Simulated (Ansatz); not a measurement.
Reaction (isomerisation): `CC1B[SiH2]S1` → `S[SiH]1BCC1`

Calculated with Ansatz (gas phase, PBE0-D4/def2-TZVP geometries, no zero-point term in ΔE). CCSD(T)/CBS is the MP2 limit (def2-TZVPP, def2-QZVPP) plus CCSD(T) − MP2 in def2-TZVPP, frozen cores. DFT in def2-TZVPP. B3LYP here is the variant with VWN-RPA as its local correlation; programs differ in this. Each species was taken in one conformer, which may not be the lowest.

| level | ΔE (eV) |
| --- | --- |
| B3LYP-D4 | -0.03 |
| B2PLYP | -0.04 |
| SCS-MP2/def2-TZVPP | -0.02 |
| CCSD/def2-TZVPP | -0.06 |

**Question.** What does CCSD(T)/CBS give? (Best estimate.)

**Answer.** Computed: -0.04 eV. The listed levels differ from it by 0.01, 0.00, 0.02, -0.02 eV.

Largest T1 diagnostic among the species: 0.012.

In def2-TZVPP, CCSD(T) changes the Hartree–Fock value by −0.05 eV (the triples alone add +0.01 eV) and MP2 by −0.05 eV.
